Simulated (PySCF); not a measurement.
C₂H₃ClF₂Si₂, SMILES F[SiH](C#C[SiH2]Cl)F at its PBE0/def2-SVP optimised geometry (Å):

```
10

Si    -2.3981    -0.4046     0.0000
F     -2.9170    -1.0843     1.3626
F     -2.9164     1.1182     0.0000
C     -0.5771    -0.4046     0.0000
C      0.6456    -0.4326    -0.0423
Si     2.4832    -0.4469    -0.0581
Cl     3.1350    -1.5059    -1.7017
H     -2.9735    -1.1182    -1.1539
H      2.9735     0.9516    -0.1545
H      2.9681    -1.1162     1.1756
```

Method: PBE0/def2-TZVP run with PySCF.

Map of the log10 of the electron density (e/bohr³), floored at −4 on the plane z = 0.8 Å:

```
|                               |
|                               |
|                               |
|                               |
|                               |
|                               |
|                               |
|    ..::.                      |
|   .:----:.           .....    |
|  .-=+++=-:.        ..::-::.   |
|  :=+*#**=-:........:--==--:.  |
| .-=*#%#*+=-------::--=++==-.  |
| .-=*#%%#+=========-==++++=-:  |
| .-=+###**+++++++++++++**++-:. |
| .:=+*##************++****+=:. |
| .:=+*###**########****##*+=-. |
| .-=*#%%######%#####*#####*=-. |
| :-+#%@@%##############%%#*+-: |
| :-+#@@@%#***#####***#%%%%*+-: |
| :-+#%@@%#+++*****+++*#%%#*+-: |
| .-=*#%%#*+===+++====+*##*+=-. |
|  :-+***+=-----------=++++=-:  |
|  .:-====-:::::::::::--==--:.  |
|   .::-:::.  .........::::..   |
|      ..               ..      |
|                               |
|                               |
|                               |
|                               |
|                               |
|                               |
```
Scale: ten equal steps from -4.00 (start of ' ') to -0.415 (end of '@'), in the order ' .:-=+*#%@'; x runs from -5.00 to 5.00, y from -5.00 (bottom) to 5.00 (top).
